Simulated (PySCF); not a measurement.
Spectrum to structure. Computed with PySCF, TDDFT PBE0/def2-SVPD, vertical, gas phase, core orbitals frozen in the response. Geometries: GFN2-xTB, one conformer each.

| state | E (eV) | f | main configurations (H = HOMO, L = LUMO) |
| --- | --- | --- | --- |
| S1 | 5.59 | 0.0073 | H→L+1 (83%) |
| S2 | 6.04 | 0.041 | H→L (93%) |
| S3 | 6.52 | 0.137 | H-1→L (79%), H-3→L+1 (13%) |
| S4 | 6.68 | 0.032 | H-1→L+1 (77%), H-3→L (16%) |
| S5 | 6.74 | 0.0001 | H→L+2 (92%) |
| S6 | 6.85 | 0.0010 | H-2→L (99%) |

Question: Which structure fits? All have the formula C6H9NO.
A. `C1CC(=CC(N)=O)C1`
B. `CCOC/C=C\C#N`
C. `C=CCC(=C)NC=O`
D. `C=CC/C=C/C(N)=O`
E. `C=CC(C=C)C(N)=O`

Answer: E. Its S1, at 5.59 eV, is the highest among the candidates; the nearest of the others has S1 at 5.31 eV. S1 is HOMO→LUMO+1 (83%). Löwdin shares by element: HOMO oxygen 42%, carbon 28% or more (atoms not listed hold the other 31%); LUMO carbon 73% or more (atoms not listed hold the other 27%). At the same level the other candidates give, for their lowest levels:
- `CCOC/C=C\C#N`: 5.01 eV (f 0.002); 6.14 eV (f 0.307); 6.43 eV (f 0.020); 6.66 eV (f 0.034); 6.99 eV (f 0.009); T1 3.67 eV; HOMO -7.93, LUMO -1.67 eV
- `C=CC/C=C/C(N)=O`: 4.67 eV (f 0.000); 5.73 eV (f 0.084); 5.92 eV (f 0.037); 6.24 eV (f 0.482); 6.87 eV (f 0.007); T1 3.87 eV; HOMO -7.38, LUMO -1.02 eV
- `NC(=O)C=C1CCC1`: 4.67 eV (f 0.000); 5.93 eV (f 0.332); 6.05 eV (f 0.171); 6.67 eV (f 0.000); 6.82 eV (f 0.006); T1 3.76 eV; HOMO -7.19, LUMO -0.83 eV
- `C=CCC(=C)NC=O`: 5.31 eV (f 0.009); 5.73 eV (f 0.282); 5.96 eV (f 0.008); 6.03 eV (f 0.037); 6.10 eV (f 0.088); T1 3.76 eV; HOMO -6.83, LUMO -0.57 eV

Conformer computed: `[CH2:1]=[CH:2][CH:3]([CH:4]=[CH2:5])[C:6]([NH2:7])=[O:8]`: C1–C2–C3–C4 -118°, C2–C3–C4–C5 118°, C2–C3–C6–N7 -121°, H–N7–C6–C3 180°, H–N7–C6–C3 0°.
Triplets come from the Tamm–Dancoff approximation.
